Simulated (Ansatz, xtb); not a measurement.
**Relaxing a trial structure of CH4FGeIn**

The starting geometry of this gas-phase singlet was built from a drawn formula by distance geometry; its bonds are those of `[CH2]=[Ge]([F])[InH2]`.

```yaml
atoms:
  - { symbol: C, position_ang: [0.4329, -2.4014, -0.1284] }
  - { symbol: F, position_ang: [1.6940, -2.3097, 2.4676] }
  - { symbol: Ge, position_ang: [1.0886, -1.2262, 1.1446] }
  - { symbol: In, position_ang: [2.1475, 0.7988, -0.1869] }
  - { symbol: H, position_ang: [0.5021, -3.4859, 0.1656] }
  - { symbol: H, position_ang: [-0.0185, -2.0473, -1.0494] }
  - { symbol: H, position_ang: [2.2275, 0.7090, -1.7587] }
  - { symbol: H, position_ang: [3.3935, 1.4401, 0.6307] }
```

Problem. Predict what becomes of its bonds when it is optimised with r2SCAN-D4/def2-SVP.

Solution. It keeps its bonds, and is `[CH2]=[Ge]([F])[InH2]`.

The energy falls by 0.93 eV over 13 steps:

```tsv
step	E − E(last) (eV)
1	0.928
2	0.263
4	0.077
5	0.027
6	0.010
8	0.001
9	0.000
10	0.000
12	0.000
13	0.000
```

Final geometry (Å):

```xyz
8

C     0.3256   -2.6669   -0.1035
F     1.8076   -1.8711    2.3399
Ge    1.3900   -1.4655    0.6822
In    2.4510    0.7464   -0.1261
H    -0.0314   -3.5691    0.4031
H     0.0068   -2.5061   -1.1381
H     2.0709    1.1960   -1.7442
H     3.4473    1.6137    0.9719
```

From the same start GFN2-xTB ends elsewhere, differing in C1–In4 (2.25 against 4.02 Å here), Ge3–In4 (3.34 against 2.58 Å here).

The end wasn't checked by frequencies. Atoms past krypton carry core potentials, without spin–orbit terms. Run with Ansatz 0.2.0, 33 s on 2 threads of Intel(R) Xeon(R) Platinum 8488C (Sapphire Rapids), with other jobs on the host.
